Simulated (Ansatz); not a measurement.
A structure relaxed at PBE0-D4/def2-TZVP in Ansatz, charge 0, doublet:

```xyz
3

Ir    1.0595   -0.2603    0.4348
O    -0.2420    0.5360   -0.6754
O    -0.8175   -0.2757    0.2406
```

**Question.** Give its formula and point group.

**Answer.** IrO₂. Point group C2v (tolerance 0.1 Å).

**Question.** Summarise the bond lengths by kind (pairs closer than 1.2 times the sum of covalent radii, bridged metal pairs left out).

**Answer.** 2 × Ir–O 1.89 Å; 1 × O–O 1.35 Å. The metal has 2 neighbours: O 1.89 Å, O 1.89 Å.

In the def2 sets Ir takes a core potential; there is no spin–orbit coupling. The structure holds 1 bond(s) between oxygen atoms. Another isomer (doublet) lies 3.57 eV lower at PBE0-D4/def2-TZVP; other spin states weren't run for this one.
